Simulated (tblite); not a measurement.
Compound: C7H12SSi.
Bonds: C1–C2, C2–C3, C3–Si4, Si4–C5, C5–C6 (aromatic), C6–C7 (aromatic), C7–C8 (aromatic), C8–S9 (aromatic), C5–S9 (aromatic). Hydrogens: H10, H11, H12 on C1; H13, H14 on C2; H15, H16 on C3; H17, H18 on Si4; H19 on C6; H20 on C7; H21 on C8.

Structure optimised with GFN2-xTB, isolated species.

**Question.** Give the optimised bond lengths and angles.

**Answer.** 
| bond | length (pm) |
| --- | --- |
| C1–C2 | 152.2 |
| C2–C3 | 152.7 |
| C3–Si4 | 190.3 |
| Si4–C5 | 187.6 |
| C5–C6 | 136.4 |
| C6–C7 | 141.1 |
| C7–C8 | 135.7 |
| C8–S9 | 171.7 |
| C5–S9 | 173.6 |
| C1–H10, C1–H11, C1–H12 | 108.8 |
| C2–H13, C2–H14 | 109.3 |
| C3–H15, C3–H16 | 109.3 |
| Si4–H17, Si4–H18 | 146.9 |
| C6–H19 | 107.6 |
| C7–H20 | 107.6 |
| C8–H21 | 107.2 |

Bonds in one row agree within 1 pm and their mean is given. A selection of angles:
| angle | degrees |
| --- | --- |
| C2–C1–H10 | 110.5 |
| C2–C1–H11 | 110.6 |
| H10–C1–H11 | 108.3 |
| C1–C2–C3 | 112.6 |
| C1–C2–H13 | 109.2 |
| C3–C2–H13 | 109.3 |
| H13–C2–H14 | 107.5 |
| C2–C3–Si4 | 114.5 |
| C2–C3–H15 | 108.8 |
| Si4–C3–H15 | 109.7 |
| H15–C3–H16 | 106.3 |
| C3–Si4–C5 | 107.8 |
| C3–Si4–H17 | 109.9 |
| C3–Si4–H18 | 113.1 |
| C5–Si4–H17 | 109.2 |
| C5–Si4–H18 | 106.4 |
| H17–Si4–H18 | 110.2 |
| Si4–C5–C6 | 129.1 |
| Si4–C5–S9 | 120.9 |
| C6–C5–S9 | 110.0 |
| C5–C6–C7 | 114.0 |
| C5–C6–H19 | 122.4 |
| C7–C6–H19 | 123.6 |
| C6–C7–C8 | 112.2 |
| C6–C7–H20 | 124.1 |
| C8–C7–H20 | 123.7 |
| C7–C8–S9 | 111.9 |
| C7–C8–H21 | 128.6 |
| S9–C8–H21 | 119.5 |
| C5–S9–C8 | 91.8 |

Torsions: C1–C2–C3–Si4 -62° (synclinal); C2–C3–Si4–C5 -166° (antiperiplanar); C3–Si4–C5–C6 -133° (anticlinal). The mirror-image conformer, all signs reversed, is as good.

The 5-membered ring C5–C6–C7–C8–S9 has internal angles of 91.8° to 114.0° (sum 540°, against 540° for a flat polygon); it is planar, 0.00 Å rms from its mean plane, widest ring torsion 0°. Of the pairs four or more bonds apart, Si4···H12 is among the closest relative to their van der Waals radii: 2.94 Å, 89 % of the sum of Bondi's values. The C–Si distances run from 1.876 Å (Si4–C5, drawn single) to 1.903 Å (C3–Si4, drawn single), a spread of 0.027 Å. Si4 (SiH2 silicon) is distorted tetrahedral (angles from 106.4° to 113.1°). The 5 C–C bonds span 1.357 Å (C7–C8, aromatic) to 1.527 Å (C2–C3, drawn single), a spread of 0.170 Å.

Point group: C1 (no symmetry element, even within 0.4 Å). Its GFN2-xTB frequencies are all real (lowest 19 cm⁻¹). The numbers are those of one conformer.

Time: 2.2 s wall. Hardware: Arm Neoverse N1, one thread, shared host with 64 logical CPUs at a one-minute load of 60. That covers the optimisation of the geometry.

These are computed values.
